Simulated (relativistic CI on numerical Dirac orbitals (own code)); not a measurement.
**d4 in a ligand field**

Computed with a parametric ligand-field model of a d^n configuration (Racah B and C, spin-orbit zeta, crystal field), exact diagonalisation.

Field parameters in Wybourne normalisation: Oh B⁴₀ = 21Dq, B⁴₄ = √(5/14) B⁴₀; Td as Oh with Dq negative (B⁴₀ = 21Dq, B⁴₄ = √(5/14) B⁴₀). The field is a parameter set, without covalency.

Q: Lowest levels for B = 510, C = 2280, ζ = 170 cm⁻¹, Oh, 10Dq = 27700 cm⁻¹?

A: A1 0 (S 1.00), T1 89 (S 1.00), T2 254 (S 1.00), E 254 (S 1.00), T2 6929 (S 0.00), E 7555 (S 0.00), A2 13931 (S 2.00), T2 13932 (S 2.00), E 13933 (S 2.00) cm⁻¹, with S from ⟨S²⟩ = S(S + 1). The ground level has 0.01 electrons in the cubic e pair.

Q: Lowest levels for B = 320, C = 1340, ζ = 870 cm⁻¹, Td, 10Dq = -6400 cm⁻¹?

A: A1 0 (S 0.86), T1 1676 (S 1.79), A1 1989 (S 1.55), T2 2124 (S 1.89), E 2696 (S 1.90), T1 2887 (S 1.95), T2 3289 (S 1.93), E 4206 (S 1.07), T1 4492 (S 1.27) cm⁻¹, with S from ⟨S²⟩ = S(S + 1). The ground level has 3.29 electrons in the cubic e pair; its S is far from a half-integer, so spin-orbit coupling mixes spin states.

Q: Lowest levels for B = 950, C = 3500, ζ = 630 cm⁻¹, Td, 10Dq = -10650 cm⁻¹?

A: A1 0 (S 1.99), T1 74 (S 1.99), T2 137 (S 2.00), E 578 (S 2.00), T1 614 (S 2.00), T2 929 (S 2.00), A1 7840 (S 0.54), T1 9818 (S 1.01), E 10174 (S 1.01) cm⁻¹, with S from ⟨S²⟩ = S(S + 1). The ground level has 2.01 electrons in the cubic e pair.

Q: Lowest levels for B = 970, C = 3730, ζ = 320 cm⁻¹, Td, 10Dq = -7850 cm⁻¹?

A: A1 0 (S 2.00), T1 18 (S 2.00), T2 33 (S 2.00), E 262 (S 2.00), T1 272 (S 2.00), T2 432 (S 2.00), A2 8046 (S 2.00), T2 8048 (S 2.00), E 8050 (S 2.00) cm⁻¹, with S from ⟨S²⟩ = S(S + 1). The ground level has 2.00 electrons in the cubic e pair.

Q: Lowest levels for B = 380, C = 1330, ζ = 1000 cm⁻¹, Oh, 10Dq = 22100 cm⁻¹?

A: A1 0 (S 1.00), T1 800 (S 1.01), T2 1680 (S 0.97), E 1708 (S 0.99), T2 5784 (S 0.10), E 6222 (S 0.07), A1 11701 (S 0.08), A2 14852 (S 1.99), T2 14865 (S 1.99) cm⁻¹, with S from ⟨S²⟩ = S(S + 1). The ground level has 0.03 electrons in the cubic e pair.
